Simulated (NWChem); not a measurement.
System: C2H5NOSi; SMILES O[Si@@H]1C=NC1

Parts of the log:

```
             Northwest Computational Chemistry Package (NWChem) 7.3.0
             --------------------------------------------------------

 C1  symmetry detected

                             Geometry "geometry" -> ""
                             -------------------------

 Output coordinates in angstroms (scale by  1.889725989 to convert to a.u.)

  No.       Tag          Charge          X              Y              Z
 ---- ---------------- ---------- -------------- -------------- --------------
    1 O                    8.0000     0.03650006    -1.94324425     0.45965416
    2 Si                  14.0000     0.02303764    -0.59178267    -0.43918408
    3 C                    6.0000     1.06676537     0.93837396     0.03778322
    4 N                    7.0000     0.10890419     1.74661357     0.27654478
    5 C                    6.0000    -1.08585529     0.91812934     0.05263913
    6 H                    1.0000     0.00620249    -1.93484084     1.41327747
    7 H                    1.0000     0.02842552    -1.10238067    -1.79595631
    8 H                    1.0000     2.09509759     1.26640162     0.11680499
    9 H                    1.0000    -1.71605911     1.37454122    -0.71005893
   10 H                    1.0000    -1.67598369     0.86187523     0.96892908

 Effective nuclear repulsion energy (a.u.)     220.8463593170

                                Z-matrix (autoz)
                                --------

 Units are Angstrom for bonds and degrees for angles

[...]

      ----------------------
      Optimization converged
      ----------------------

  Step       Energy      Delta E   Gmax     Grms     Xrms     Xmax
  ---- ---------------- -------- -------- -------- -------- --------
@   14    -498.03903962 -1.2D-07  0.00005  0.00001  0.00051  0.00143
                                     ok       ok       ok       ok

                                Z-matrix (autoz)
                                --------

 Units are Angstrom for bonds and degrees for angles

[...]

 Rotational Constants
 --------------------
 A=   0.312104 cm-1  (  0.449038 K)
 B=   0.102628 cm-1  (  0.147656 K)
 C=   0.088096 cm-1  (  0.126747 K)

 Temperature                      =   298.15K
 frequency scaling parameter      =   1.0000

 Zero-Point correction to Energy  =   42.935 kcal/mol  (  0.068421 au)
 Thermal correction to Energy     =   46.612 kcal/mol  (  0.074281 au)
 Thermal correction to Enthalpy   =   47.204 kcal/mol  (  0.075225 au)

 Total Entropy                    =   75.359 cal/mol-K
   - Translational                =   39.286 cal/mol-K (mol. weight =  87.0140)
   - Rotational                   =   25.839 cal/mol-K (symmetry #  =        1)
   - Vibrational                  =   10.235 cal/mol-K

 Cv (constant volume heat capacity) =   21.153 cal/mol-K
   - Translational                  =    2.979 cal/mol-K
   - Rotational                     =    2.979 cal/mol-K
   - Vibrational                    =   15.195 cal/mol-K

[normal modes left out]

 ----------------------------------------------------------------------------
 Normal Eigenvalue ||           Projected Infra Red Intensities
  Mode   [cm**-1]  || [atomic units] [(debye/angs)**2] [(KM/mol)] [arbitrary]
 ------ ---------- || -------------- ----------------- ---------- -----------
    1       -0.000 ||    0.001055           0.024         1.029       0.327
    2       -0.000 ||    0.000385           0.009         0.375       0.119
    3       -0.000 ||    0.000433           0.010         0.422       0.134
    4       -0.000 ||    0.000361           0.008         0.352       0.112
    5       -0.000 ||    0.000043           0.001         0.042       0.013
    6        0.000 ||    0.000019           0.000         0.018       0.006
    7      135.745 ||    0.013274           0.306        12.940       4.108
    8      210.064 ||    0.001057           0.024         1.030       0.327
    9      334.666 ||    0.122633           2.829       119.549      37.947
   10      358.062 ||    0.004320           0.100         4.211       1.337
   11      479.777 ||    0.005009           0.116         4.883       1.550
   12      615.673 ||    0.004180           0.096         4.074       1.293
   13      682.641 ||    0.057087           1.317        55.651      17.665
   14      713.484 ||    0.052405           1.209        51.087      16.216
   15      774.971 ||    0.117906           2.720       114.941      36.484
   16      793.746 ||    0.014907           0.344        14.532       4.613
   17      861.341 ||    0.192934           4.451       188.082      59.701
   18      877.914 ||    0.021457           0.495        20.918       6.640
   19      885.577 ||    0.005898           0.136         5.749       1.825
   20      937.645 ||    0.057135           1.318        55.698      17.680
   21     1088.754 ||    0.010988           0.254        10.712       3.400
   22     1128.841 ||    0.004646           0.107         4.530       1.438
   23     1224.851 ||    0.007380           0.170         7.195       2.284
   24     1365.670 ||    0.003052           0.070         2.975       0.944
   25     1555.351 ||    0.008308           0.192         8.099       2.571
   26     2169.153 ||    0.132525           3.057       129.192      41.008
   27     2992.198 ||    0.014357           0.331        13.996       4.443
   28     3046.408 ||    0.004465           0.103         4.352       1.382
   29     3053.986 ||    0.025917           0.598        25.265       8.020
   30     3761.206 ||    0.085373           1.970        83.225      26.417
 ----------------------------------------------------------------------------
```

Level: PBE-D3(BJ)/def2-SVP. 

Which NWChem input produces such a log?

This is not unique; one that fits is the input that was run:
```
start job
memory heap 200 mb stack 900 mb global 1100 mb
geometry units angstroms
  O      1.887973    -0.522869     0.359258
  Si     0.544736    -0.141996    -0.468504
  C     -0.614155     1.270025     0.098429
  N     -1.643153     0.565658     0.368219
  C     -1.187745    -0.804898     0.088666
  H      1.916131    -0.573312     1.311649
  H      0.973004    -0.243565    -1.849750
  H     -0.641764     2.346627     0.205572
  H     -1.835409    -1.266242    -0.656230
  H     -1.253665    -1.410272     0.994304
end
basis spherical
  * library def2-svp
end
dft
  xc xpbe96 cpbe96
  disp vdw 4
  iterations 150
end
driver
  maxiter 120
end
task dft optimize
task dft freq
```
